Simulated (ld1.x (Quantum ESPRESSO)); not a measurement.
# Se (Z = 34): TM semilocal pseudisation with BLYP, scalar-relativistic reference atom.

```
Element                 : selenium (Se)
Generator               : ld1.x (Quantum ESPRESSO) 7.5
Type                    : norm-conserving Troullier–Martins (semilocal form)
Functional              : BLYP
Relativity              : scalar-relativistic
Frozen core             : [Ar]
Valence charge          : 16
Reference configuration : 3d10 4s1.5 4p4.5
Partial waves           : 4s (bound): rc 1.40 bohr; 3d (bound): rc 1.20 bohr; 4p (bound): rc 1.35 bohr
Local potential         : the p channel
Core correction         : Bessel-smoothed model core, default radius (core density twice the valence density)
```

(1) Estimate the cutoffs (Ry, on a coarse ladder) from which the occupation-weighted sum of valence levels, in a spherical-Bessel basis at the reference potential, stays within 10 and 1 mRy of its value at 400 Ry.

(2) Which valence shell sets the plane-wave cutoff?

(3) Tests: 3d10 4s2 4p4; 3d10 4s2 4p3; 3d10 4s2 4p2; 3d10 4s1 4p5; 3d10 4s1 4p4; 3d10 4s2 4p3.5; 3d10 4s0 4p6. Which has the largest error in its energy relative to the reference configuration, and how large is it?

Answers

(1) 230 Ry and over 300 Ry.

(2) 3d: its level needs 230 Ry to come within 1 mRy, against 70 Ry for 4p.

(3) 3d10 4s2 4p2, with +5.0 meV (all-electron minus pseudo) on +25.50 eV.
